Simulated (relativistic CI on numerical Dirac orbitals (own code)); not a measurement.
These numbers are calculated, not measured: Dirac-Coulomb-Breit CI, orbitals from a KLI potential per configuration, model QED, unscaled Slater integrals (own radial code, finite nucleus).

Configurations in the expansion (outside the closed core [Ar]): 3d¹⁰4s, 3d¹⁰4p, 3d¹⁰4d, 3d¹⁰4f, 3d¹⁰5s, 3d¹⁰5p, 3d¹⁰5d, 3d¹⁰5f, 3d¹⁰5g, 3d¹⁰6s, 3d¹⁰6p, 3d¹⁰6d, 3d⁹4s², 3d¹⁰6f, 3d¹⁰7s, 3d⁹4s4p, 3d¹⁰8s, 3d⁹4s4d, 3d⁹4s4f, 3d⁹4s5s, 3d⁹4s5p, 3d⁹4s5d, 3d⁹4s5f. Double excitations out of closed p, d and f shells are left out; levels of such configurations are missing from the list, as are those of other unlisted configurations, and high levels can miss mixing partners.

At this charge energies of transitions that change n are usually good to better than 1 %, and those within a shell (Δn = 0) to a few per cent.

Outline of the computed level scheme of Sm XXXIV. Lowest level of each configuration: 3d¹⁰4s ²S1/2 at 0.000 eV; 3d¹⁰4p ²P°1/2 at 69.737 eV; 3d¹⁰4d ²D3/2 at 220.773 eV; 3d¹⁰4f ²F°5/2 at 348.497 eV; 3d¹⁰5s ²S1/2 at 562.701 eV; 3d¹⁰5p ²P°1/2 at 596.114 eV; 3d¹⁰5d ²D3/2 at 666.552 eV; 3d¹⁰5f ²F°5/2 at 722.944 eV; 3d¹⁰5g ²G7/2 at 747.680 eV.

Some strong electric-dipole decays among the lowest 16 levels: 3d¹⁰5g ²G9/2 → 3d¹⁰4f ²F°7/2 (6.5e+12 s⁻¹); 3d¹⁰5g ²G7/2 → 3d¹⁰4f ²F°5/2 (6.3e+12 s⁻¹); 3d¹⁰5f ²F°7/2 → 3d¹⁰4d ²D5/2 (3.2e+12 s⁻¹); 3d¹⁰5f ²F°5/2 → 3d¹⁰4d ²D3/2 (2.9e+12 s⁻¹); 3d¹⁰5s ²S1/2 → 3d¹⁰4p ²P°3/2 (2.2e+12 s⁻¹); 3d¹⁰5d ²D5/2 → 3d¹⁰4p ²P°3/2 (1.6e+12 s⁻¹); 3d¹⁰5p ²P°1/2 → 3d¹⁰4s ²S1/2 (1.3e+12 s⁻¹); 3d¹⁰5p ²P°1/2 → 3d¹⁰4d ²D3/2 (1.2e+12 s⁻¹).

LS names give the leading component of a level, which can be under half, so a name can repeat, a term be missing and a line seem to break the LS rules.
